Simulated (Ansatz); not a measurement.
```yaml
crystal:
  periodic: [false, false, false]
  atoms:
    - {symbol: N, position_ang: [-1.639661, -0.197982, 0.911179]}
    - {symbol: Ga, position_ang: [1.730112, 0.176257, -0.963623]}
    - {symbol: F, position_ang: [3.811460, -1.042995, 1.316434]}
    - {symbol: F, position_ang: [1.137713, -1.718506, -3.623747]}
    - {symbol: F, position_ang: [1.778382, 3.460915, -1.438932]}
    - {symbol: H, position_ang: [-2.823057, -1.339072, -0.077868]}
    - {symbol: H, position_ang: [-1.349410, -0.964164, 2.645952]}
    - {symbol: H, position_ang: [-2.471307, 1.517644, 1.124973]}
basis:
  gaussian: {orbitals: cc-pVTZ-DK}
hamiltonian: {xc: {name: BHLYP}}
```

```sh
$ ansatz run in.yaml --threads 4 --pin off --events-out ev --progress --plain --max-ram 10444MiB
```

It prints (some lines left out):

```
Functional definition: BHLYP
1366 factors; their error is unknown
mean field evaluation 1: about -62543.2183 eV, gradient 8.6e1 eV
mean field evaluation 2: about -61418.5241 eV, gradient 3.9e2 eV
mean field evaluation 4: about -62169.3255 eV, gradient 2.5e2 eV
mean field evaluation 8: about -62566.5694 eV, gradient 2.5e-1 eV
mean field evaluation 16: about -62567.0548 eV, gradient 2.7e-4 eV
mean field -62567.05476837 eV, -2299.2968532645 hartree, gradient 6.2e-6 eV, S^2 0.000000; 6 other end points of the search recorded, 0 dependent functions left out
reference -62567.05499491 eV, -2299.2968615899 hartree; 34, 34 occupied and 171, 171 virtual orbitals, 1366 factors
Total energy: -62567.05499491 eV, -2299.2968615899 hartree
Relativity: scalar
```

Problem. What is wrong with this run?

Solution. The coordinates are in bohr but typed as ångström. Self-consistency was reached. The result belongs to that input, not to the molecule as meant.
